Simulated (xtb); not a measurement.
C₃HBrCl₂, SMILES ClC(Cl)=C=CBr. All values are semi-empirical tight-binding results from xtb (GFN2-xTB unless named), good for trends rather than for accurate numbers. Geometry optimised at GFN2-xTB. The structure was generated by enumeration, and PubChem lists no compound with its InChIKey, so it may never have been made.

```yaml
point_group_as_xtb_finds_it: Cs
orbital_gap: 3.93 eV
zero_point_energy: 17.0 kcal/mol
G − E(el) at 298.15 K (modified RRHO): -4.4 kcal/mol
static polarisability (D4 model): 80.7 bohr³
solvation energy, GFN2-xTB/ALPB(water): -1.4 kcal/mol
solvation energy, GFN2-xTB/ALPB(methanol): -6.1 kcal/mol
```
